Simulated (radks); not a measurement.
The numbers below are computed, except where a source is named.
Question: The mean radii <r> (bohr) of the occupied orbitals of an atom or ion are listed with their occupations. Level of theory: Dirac Kohn-Sham, PBE, spin-unpolarised, spherical densities, finite nucleus; Fermi nuclear charge, rms radius of each element as measured or else 0.836 A^(1/3) + 0.57 fm (a radial shooting solver on a logarithmic mesh with Libxc functionals).

orbital  occ.      <r>
1s1/2       2  0.03517
2s1/2       2   0.1534
2p1/2       2   0.1308
2p3/2       4   0.1353
3s1/2       2   0.4287
3p1/2       2   0.4233
3p3/2       4   0.4339
3d3/2       4   0.4132
3d5/2       6   0.4167
4s1/2       2    1.108
4p1/2       2    1.217
4p3/2       4    1.248
5s1/2       1    3.596
4d3/2       2    1.981
4d5/2       3    2.013

Name the element and its charge. Open shells, if any, are shared by 2j + 1.

Answer: Z = 42, molybdenum, charge 0: Mo in [Kr] 4d5 5s1. The 1s radius gives Z: for a bare nucleus <r> = (2 gamma + 1)/(2Z) with gamma = sqrt(1 - (Z/c)^2), 0.03457 bohr for Z = 42, and screening makes it slightly larger (0.03517 here). The occupations add up to 42, and the charge is Z minus that.
